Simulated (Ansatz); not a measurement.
Harmonic frequencies (cm⁻¹) at PBE0-D4/def2-TZVP from Ansatz: 33, 52, 144, 203, 270, 278, 348, 384, 444, 519, 586, 751, 790, 879, 886, 1913, 1928, 1934, 2116, 2124, 2131.

**Question.** Which molecule is it?
A. `OC/N=C\F`
B. `CC(O)(F)F`
C. `[GaH2][GaH][GeH3]`
D. `BN[SiH](F)F`

**Answer.** C.
